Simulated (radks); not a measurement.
The numbers below are computed, except where a source is named.
Li, 3 electrons, occupied as [He] 2s1. Code: a radial shooting solver on a logarithmic mesh with Libxc functionals. Model: scalar-relativistic Kohn-Sham, r2SCAN, spin-unpolarised, spherical densities, finite nucleus; meta-GGA in the generalised Kohn-Sham scheme; Fermi nuclear charge, rms radius 2.444 fm; without spin polarisation the odd electron is poorly described.

Unscreened Slater integrals over Kohn-Sham orbitals (eV). Empty in this configuration: 2p.

| integral | value |
|---|---|
| F0(2s,2s) | 6.1606 |
| F0(2s,1s) | 8.5397 |
| G0(2s,1s) | 0.39880 |
| F0(2s,2p) | 5.5267 |
| G1(2s,2p) | 3.5141 |
| F0(1s,1s) | 44.707 |
| F0(1s,2p) | 7.0068 |
| G1(1s,2p) | 0.23690 |
| F0(2p,2p) | 5.0486 |
| F2(2p,2p) | 2.4233 |
